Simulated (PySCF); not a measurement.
# Basis and Hamiltonian dependence of the excitation energy of Cl⁺

Cl⁺ [Ne] 3s2 3p4 (3P) → Cl⁺ [Ne] 3s2 3p3 4s1 (5S). All values are computed (PySCF 2.14, energy differences of UHF-based or UKS calculations, no spin-orbit coupling). Values in eV.

| basis | Hamiltonian | functions | UHF | PBE | PBE0 | MP2 (valence) | CCSD(T) (valence) |
| --- | --- | --- | --- | --- | --- | --- | --- |
| aug-cc-pCVTZ-DK | spin-free X2C | 75 | 12.625 | 13.275 | 13.377 | 13.005 | 13.124 |
| aug-cc-pwCVTZ | non-relativistic | 75 | 12.670 | 13.320 | 13.423 | 13.055 | 13.175 |
| aug-cc-pVQZ-DK | spin-free X2C | 84 | 12.598 | 13.247 | 13.352 | 13.092 | 13.220 |
| x2c-QZVPPall with one added diffuse shell each of s, p, d, f type | spin-free X2C | 86 | 12.618 | 13.255 | 13.361 | 13.102 | 13.233 |
| aug-cc-pV(Q+d)Z | non-relativistic | 89 | 12.642 | 13.291 | 13.396 | 13.134 | 13.264 |
| aug-cc-pV(Q+d)Z with one added diffuse shell each of s, p, d, f, g type | non-relativistic | 114 | 12.628 | 13.285 | 13.390 | 13.130 | n/a |
| aug-cc-pwCVQZ | non-relativistic | 134 | 12.640 | 13.291 | 13.395 | 13.144 | n/a |

Q: Estimate the row for aug-cc-pCVTZ-DK with one added diffuse shell each of s, p, d, f type (spin-free X2C, 91 functions).

A: From the rows with the same Hamiltonian and similar size; the calculation gives UHF 12.58; PBE 13.25; PBE0 13.35; MP2 (valence) 12.98; CCSD(T) (valence) 13.10 (eV).

Frozen in the all-electron rows: valence: [Ne].

Reference for a calculation without spin-orbit coupling: 13.333 eV (measured, between term centres; NIST).
